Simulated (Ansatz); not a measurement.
NSi (SMILES N#[Si]), doublet (typed; the unrestricted solution is spin-contaminated), geometry from GFN2-xTB. Base run: Ansatz (an electronic-structure program) with HF/def2-SVP.

Ansatz was given this input:
Ansatz 0.2 input:
```yaml
crystal:
  periodic: [false, false, false]
  atoms:
    - {symbol: Si, position_ang: [-0.00000000, -0.00000000, -0.52212322]}
    - {symbol: N, position_ang: [0.00000000, 0.00000000, 1.04424644]}
basis:
  gaussian:
    orbitals: def2-SVP
hamiltonian:
  xc: hf
magnetization: {spin_polarized: true, initial_magnetization: 1}
```

The base run was repeated with changes; each row names its change, and settings that it needs were set with it.

| change | E (Eh) | SCF-reference <S^2> |
|---|---|---|
| base | -343.12971 | 1.054 |
| functional = b3lyp5 | -343.91760 | 0.774 |
| functional = PBE-QIDH | -343.66172 | 0.843 |
| functional = B2PLYP | -343.80273 | 0.816 |
| functional = wB97M-V | -343.94371 | 0.774 |
| functional = blyp | -343.98367 | 0.760 |
| functional = lc_wpbe | -343.82245 | 0.790 |
| functional = cam_b3lyp | -343.95361 | 0.781 |
| functional = hse06 | -343.77944 | 0.782 |
| functional = wB97X | -343.94340 | 0.795 |
| functional = PBE0-DH | -343.75240 | 0.831 |
| functional = BHLYP | -343.94081 | 0.797 |
| functional = revpbe | -343.91270 | 0.762 |

Absolute energies of different levels of theory aren't comparable as measures of quality.
